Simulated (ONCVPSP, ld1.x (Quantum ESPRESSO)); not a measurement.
Potentials for ruthenium (Ru) compared

Generated with ld1.x 7.5 (TM, RRKJ, ultrasoft, PAW), atompaw 4.2 or ONCVPSP 4.0.1. The cutoff is in Ry: for ld1.x and atompaw files where the sum of valence levels is converged to 10 mRy in a Bessel basis, for ONCV files where the hardest occupied wave has 1 mHa per electron of residual kinetic energy. The error is the largest all-electron minus pseudo excitation energy over each file’s own four to seven test configurations (ionisations up to +4, promotions, holes and added fractions of an electron), all of which were solved. The labels leave out finer settings (local radius, basis sizes, second energies), which also bear on the numbers. Spin-polarised tests are not counted. The rows are a selection from randomly drawn settings: files with unsolved tests, undetermined cutoffs or missed reference levels are left out.

A true bound ghost makes a file unfit for plane-wave use even where its test errors are small: the radial tests pick states by their node count and pass the ghost by.

| potential | cutoff (Ry) | largest error (meV) | bound ghosts |
| --- | --- | --- | --- |
| TM, PW91, scalar-relativistic, rc 1.70/1.85/1.40 (spd), local smoothed, core correction yes, reference 4s2 4p6 4d6.5 5s0 5p0 | 55 | +53 | p |
| ONCV, PW91, scalar-relativistic, rc 1.40/1.90/2.10 (spd), local smoothed, core correction no, reference 4s2 4p6 4d7 5s1, qcut 6.7/8.6/6.8, projectors 2/2/3 | 44 | +30 | none |
| ONCV, LDA (Perdew-Wang 92), scalar-relativistic, rc 1.65/1.95/1.95 (spd), local smoothed, core correction no, reference 4s2 4p6 4d7 5s0.5 5p0.5, qcut 7/7.4/6.7, projectors 2/2/2 | 37 | +5.5 | none |

Fill in the row for Ru: ONCV, BLYP, scalar-relativistic, rc 1.55/1.75/1.65 (spd), local smoothed, core correction yes, reference 4s2 4p6 4d7 5s1, qcut 8.2/8/7.9, projectors 3/2/2.

cutoff 48 Ry, largest error -2.3 meV, bound ghosts: none.

Fill in the row for Ru: PAW, PBEsol, scalar-relativistic, rc 1.80/1.75/2.05 (spd), local smoothed, core correction yes, reference 4s2 4p6 4d6 5s2 5p0.

cutoff 30 Ry, largest error +23 meV, bound ghosts: none.

Fill in the row for Ru: ONCV, LDA (Perdew-Wang 92), fully relativistic, rc 1.20/2.15/2.25 (spd), local smoothed, core correction yes, reference 4s2 4p6 4d7 5p1, qcut 6.9/7.3/7.9, projectors 2/3/2.

cutoff 129 Ry, largest error +6.3 meV, bound ghosts: none.
